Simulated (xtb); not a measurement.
tert-butylarsine (C4H11As), singlet, at a GFN2-xTB geometry; GFN1-xTB run with xtb 6.7.1.

Input for xtb:
```
$ xtb mol.xyz --gfn 1 --json

# file mol.xyz
16

C     -0.83316122     1.27658107     1.24304788
C     -0.73344256     0.02351481     0.38238815
C     -0.87008621    -1.21851579     1.25927285
C     -1.83703839     0.03118536    -0.67224718
As     1.04249619    -0.07969482    -0.57345441
H     -1.79691596     1.31804641     1.75234834
H     -0.73318524     2.17315849     0.63040051
H     -0.04778167     1.28733430     1.99951757
H     -0.79786018    -2.12403746     0.65387815
H     -1.83096123    -1.22802419     1.77463380
H     -0.07828299    -1.24420087     2.00985401
H     -1.77479274    -0.86143756    -1.29757801
H     -1.74317674     0.90752870    -1.31582814
H     -2.82219543     0.05305933    -0.20539039
H      1.02361566     1.36449750    -0.99321368
H      1.84153244     0.30741159     0.64060304
```

The log (banner, timings and long lists left out):

```
   ID    Z sym.   atoms
    1    6 C      1-4
    2   33 As     5
    3    1 H      6-16

           -------------------------------------------------
          |                Calculation Setup                |
           -------------------------------------------------

           -------------------------------------------------
          |                 G F N 1 - x T B                 |
           -------------------------------------------------

          ...................................................
          :                      SETUP                      :
          :.................................................:
          :  # basis functions                  48          :
          :  # atomic orbitals                  47          :
          :  # shells                           33          :
          :  # electrons                        32          :
          :  # halogen bonds                     0          :
          :  max. iterations                   250          :
          :  Hamiltonian                  GFN1-xTB          :
          :  restarted?                      false          :
          :  GBSA solvation                  false          :
          :  PC potential                    false          :
          :  electronic temp.          300.0000000     K    :
          :  accuracy                    1.0000000          :
          :  -> integral cutoff          0.2500000E+02      :
          :  -> integral neglect         0.1000000E-07      :
          :  -> SCF convergence          0.1000000E-05 Eh   :
          :  -> wf. convergence          0.2000000E-04 e    :
          :  Broyden damping             0.4000000          :
          :  net charge                          0          :
          :  unpaired electrons                  0          :
          ...................................................

 iter      E             dE          RMSdq      gap      omega  full diag
   1    -16.8818260 -0.168818E+02  0.711E+00    5.37       0.0  T
   2    -16.8910249 -0.919892E-02  0.441E+00    5.29       1.0  T
   3    -16.5496365  0.341388E+00  0.362E+00    5.25       1.0  T
   4    -16.9530140 -0.403378E+00  0.328E-01    5.51       1.0  T
   5    -16.9540459 -0.103190E-02  0.137E-01    5.48       1.0  T
   6    -16.9544332 -0.387365E-03  0.246E-02    5.49       1.0  T
   7    -16.9544501 -0.169235E-04  0.105E-02    5.49       2.4  T
   8    -16.9544534 -0.325844E-05  0.360E-03    5.49       7.0  T
   9    -16.9544539 -0.523210E-06  0.102E-04    5.49     244.7  T
  10    -16.9544539 -0.455696E-09  0.282E-05    5.49     886.6  T

   *** convergence criteria satisfied after 10 iterations ***

         :::::::::::::::::::::::::::::::::::::::::::::::::::::
         ::                     SUMMARY                     ::
         :::::::::::::::::::::::::::::::::::::::::::::::::::::
         :: total energy             -16.760581784404 Eh    ::
         :: gradient norm              0.009900952512 Eh/a0 ::
         :: HOMO-LUMO gap              5.488333238790 eV    ::
         ::.................................................::
         :: SCC energy               -16.954453929751 Eh    ::
         :: -> electrostatic           0.002566591732 Eh    ::
         :: repulsion energy           0.200498196166 Eh    ::
         :: dispersion energy         -0.006626050820 Eh    ::
         :: halogen bond corr.         0.000000000000 Eh    ::
         :: add. restraining           0.000000000000 Eh    ::
         :: total charge              -0.000000000000 e     ::
         :::::::::::::::::::::::::::::::::::::::::::::::::::::

           -------------------------------------------------
          |                Property Printout                |
           -------------------------------------------------

    * Orbital Energies and Occupations

         #    Occupation            Energy/Eh            Energy/eV
      -------------------------------------------------------------
         1        2.0000           -0.7260893             -19.7579
       ...           ...                  ...                  ...
         4        2.0000           -0.6245275             -16.9943
         5        2.0000           -0.5707626             -15.5312
         6        2.0000           -0.5398555             -14.6902
         7        2.0000           -0.5343370             -14.5400
         8        2.0000           -0.5334538             -14.5160
         9        2.0000           -0.5060461             -13.7702
        10        2.0000           -0.5050360             -13.7427
        11        2.0000           -0.4915151             -13.3748
        12        2.0000           -0.4778930             -13.0041
        13        2.0000           -0.4675511             -12.7227
        14        2.0000           -0.4649884             -12.6530
        15        2.0000           -0.4501114             -12.2482
        16        2.0000           -0.4100470             -11.1579 (HOMO)
        17                         -0.2083545              -5.6696 (LUMO)
        18                         -0.1986308              -5.4050
        19                         -0.1184563              -3.2234
        20                         -0.1172278              -3.1899
        21                         -0.1139303              -3.1002
        22                         -0.1093115              -2.9745
        23                         -0.0778580              -2.1186
        24                         -0.0757900              -2.0623
        25                         -0.0653151              -1.7773
        26                         -0.0577864              -1.5724
        27                         -0.0514345              -1.3996
       ...                                ...                  ...
        47                          0.8868001              24.1311
      -------------------------------------------------------------
                  HL-Gap            0.2016925 Eh            5.4883 eV
             Fermi-level           -0.3092008 Eh           -8.4138 eV

  Mulliken/CM5 charges         n(s)   n(p)   n(d)
     1C    -0.09363 -0.24053   1.020  3.074  0.000
     2C    -0.01526 -0.04022   1.107  2.908  0.000
     3C    -0.09372 -0.23959   1.019  3.075  0.000
     4C    -0.09372 -0.23959   1.019  3.075  0.000
     5As    0.09804 -0.04272   1.822  3.064  0.016
     6H     0.02866  0.08143   0.971  0.000  0.000
     7H     0.02340  0.07657   0.977  0.000  0.000
     8H     0.02340  0.07657   0.977  0.000  0.000
     9H     0.02241  0.07575   0.978  0.000  0.000
    10H     0.02847  0.08124   0.972  0.000  0.000
    11H     0.02373  0.07698   0.976  0.000  0.000
    12H     0.02241  0.07575   0.978  0.000  0.000
    13H     0.02373  0.07698   0.976  0.000  0.000
    14H     0.02847  0.08124   0.972  0.000  0.000
    15H    -0.01319  0.05006   1.013  0.000  0.000
    16H    -0.01319  0.05006   1.013  0.000  0.000

Wiberg/Mayer (AO) data.
largest (>0.10) Wiberg bond orders for each atom

 ---------------------------------------------------------------------------
     #   Z sym  total        # sym  WBO       # sym  WBO       # sym  WBO
 ---------------------------------------------------------------------------
     1   6 C    3.997 --     2 C    1.020     8 H    0.988     7 H    0.988
                             6 H    0.980
     2   6 C    3.984 --     1 C    1.020     4 C    1.018     3 C    1.018
                             5 As   0.928
     3   6 C    3.997 --     2 C    1.018    11 H    0.988     9 H    0.988
                            10 H    0.982
     4   6 C    3.997 --     2 C    1.018    13 H    0.988    12 H    0.988
                            14 H    0.982
     5  33 As   2.911 --    15 H    0.987    16 H    0.987     2 C    0.928
     6   1 H    1.005 --     1 C    0.980
     7   1 H    1.008 --     1 C    0.988
     8   1 H    1.008 --     1 C    0.988
     9   1 H    1.006 --     3 C    0.988
    10   1 H    1.005 --     3 C    0.982
    11   1 H    1.005 --     3 C    0.988
    12   1 H    1.006 --     4 C    0.988
    13   1 H    1.005 --     4 C    0.988
    14   1 H    1.005 --     4 C    0.982
    15   1 H    1.005 --     5 As   0.987
    16   1 H    1.005 --     5 As   0.987
 ---------------------------------------------------------------------------

Topologies differ in total number of bonds
Writing topology from bond orders to xtbtopo.mol

 dipole moment from electron density (au)
     X       Y       Z
  -0.3486   0.1375   0.2635  total (Debye):    1.164

           -------------------------------------------------
          | TOTAL ENERGY              -16.760581784404 Eh   |
          | GRADIENT NORM               0.009900952512 Eh/α |
          | HOMO-LUMO GAP               5.488333238790 eV   |
           -------------------------------------------------

normal termination of xtb
```
